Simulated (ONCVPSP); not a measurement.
## u(r) = r·R(r): atom against pseudo-atom (Ba (Z = 56))

Columns: radius, all-electron u(r) and pseudo u(r) of the 5s shell (level -34.99 eV) of barium in the configuration [Kr] 4d10 5s2 5p6 6s1.75; PBE, scalar-relativistic, ONCV scheme, ONCVPSP 4.0.1.

| r (bohr) | all-electron | pseudo |
| --- | --- | --- |
| 0.140 | 0.0905 | 0.1123 |
| 0.280 | 0.2041 | 0.2235 |
| 0.420 | -0.3320 | 0.3323 |
| 0.560 | -0.4872 | 0.4369 |
| 0.700 | -0.2556 | 0.5346 |
| 0.840 | 0.1141 | 0.6225 |
| 0.980 | 0.4560 | 0.6970 |
| 1.120 | 0.7050 | 0.7548 |
| 1.260 | 0.8538 | 0.7931 |
| 1.400 | 0.9184 | 0.8103 |
| 1.540 | 0.9200 | 0.8063 |
| 1.680 | 0.8789 | 0.7823 |
| 1.820 | 0.8116 | 0.7409 |
| 1.960 | 0.7309 | 0.6857 |
| 2.100 | 0.6457 | 0.6208 |
| 2.240 | 0.5619 | 0.5506 |
| 2.380 | 0.4833 | 0.4794 |
| 2.520 | 0.4117 | 0.4109 |
| 2.660 | 0.3481 | 0.3480 |
| 2.800 | 0.2924 | 0.2924 |
| 2.940 | 0.2444 | 0.2444 |
| 3.080 | 0.2034 | 0.2034 |
| 3.220 | 0.1686 | 0.1686 |
| 3.360 | 0.1394 | 0.1394 |
| 3.500 | 0.1150 | 0.1150 |
| 3.640 | 0.0947 | 0.0946 |

**Question.** How many radial nodes do the two functions have?

**Answer.** The all-electron 5s function has n − l − 1 = 4 (the table is too coarse to show those close to the nucleus); the pseudo-wave has 0, since the states of the same l below it are removed with the core.

**Question.** At about which radius was the pseudo-wave matched?

**Answer.** 2.80 bohr, where the columns begin to agree (steps of 0.14 bohr).

**Question.** Is the pseudo-wave norm-conserving?

**Answer.** Yes: the ONCV scheme keeps the norm inside the radius equal to the all-electron one, which fixes the energy derivative of the logarithmic derivative at the level.
